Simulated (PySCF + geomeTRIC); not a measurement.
These are BP86-D3(BJ)/def2-SVP (PySCF + geomeTRIC) values and carry that method's errors. fastk is a local helper that only speeds up exchange builds. No frequencies were computed at this level.

```python
import json, numpy as np
from pyscf import gto, dft
from fastk import lowrank_exchange
atoms = """
Cd     0.001827    -0.037414    -0.029040
F     -0.086696     1.488406     1.135853
Br     0.113157    -1.936286    -1.477129
"""
def scf(charge, spin, dm0=None):
    mol = gto.M(atom=atoms, basis='def2-svp', ecp={'Cd': 'def2-svp'}, charge=charge, spin=spin, verbose=3, max_memory=3360)
    mf = dft.KS(mol, xc='bp86').density_fit(auxbasis="def2-universal-jkfit")
    mf.disp = 'd3bj'
    mf.grids.level = 3
    mf.conv_tol = 1e-8
    mf.max_cycle = 120
    mf.level_shift = 0.25
    mf.kernel(dm0)
    if not mf.converged:
        mf = mf.newton().run(mf.mo_coeff, mf.mo_occ).undo_soscf()
    return mf
mf = scf(0, 0)
from pyscf.geomopt.geometric_solver import kernel as optimize
path = []
done, mol = optimize(mf, maxsteps=120, assert_convergence=False, callback=lambda env: path.append((env["energy"], bool(env["g_scanner"].converged))))
res = dict(converged=bool(done and path[-1][1]), energy=path[-1][0], path=[e for e, c in path], xyz=mol.atom_coords(unit="Angstrom").tolist(), nao=mol.nao)
json.dump(res, open("result.json", "w"))
```

Output:

```
converged SCF energy = -2841.78153046333
Geometry optimization cycle 1
converged SCF energy = -2841.78153046403
cycle 1: E = -2841.78153046  dE = -2841.78  norm(grad) = 0.00970519
Geometry optimization cycle 2
converged SCF energy = -2841.78170566577
cycle 2: E = -2841.78170567  dE = -0.000175202  norm(grad) = 0.0023656
Geometry optimization cycle 3
converged SCF energy = -2841.78171286861
cycle 3: E = -2841.78171287  dE = -7.20284e-06  norm(grad) = 0.00018767
Geometry optimization cycle 4
converged SCF energy = -2841.7817131763
cycle 4: E = -2841.78171318  dE = -3.07687e-07  norm(grad) = 0.000255185
<class 'geometric.internal.Distance'> : 2
<class 'geometric.internal.LinearAngle'> : 2
<class 'geometric.internal.TranslationX'> : 1
<class 'geometric.internal.TranslationY'> : 1
<class 'geometric.internal.TranslationZ'> : 1
<class 'geometric.internal.RotationA'> : 1
<class 'geometric.internal.RotationB'> : 1
<class 'geometric.internal.RotationC'> : 1
Step    0 : Gradient = 5.603e-03/7.894e-03 (rms/max) Energy = -2841.7815304640
Step    1 : Displace = 1.556e-02/2.016e-02 (rms/max) Trust = 1.000e-01 (=) Grad = 1.366e-03/1.756e-03 (rms/max) E (change) = -2841.7817056658 (-1.752e-04) Quality = 0.801
Step    2 : Displace = 2.041e-03/2.869e-03 (rms/max) Trust = 1.414e-01 (+) Grad = 1.084e-04/1.565e-04 (rms/max) E (change) = -2841.7817128686 (-7.203e-06) Quality = 0.989
Step    3 : Displace = 4.441e-04/5.183e-04 (rms/max) Trust = 2.000e-01 (+) Grad = 1.473e-04/1.824e-04 (rms/max) E (change) = -2841.7817131763 (-3.077e-07) Quality = 0.353
Converged! =D
```

Cost: roughly 25 core-seconds.
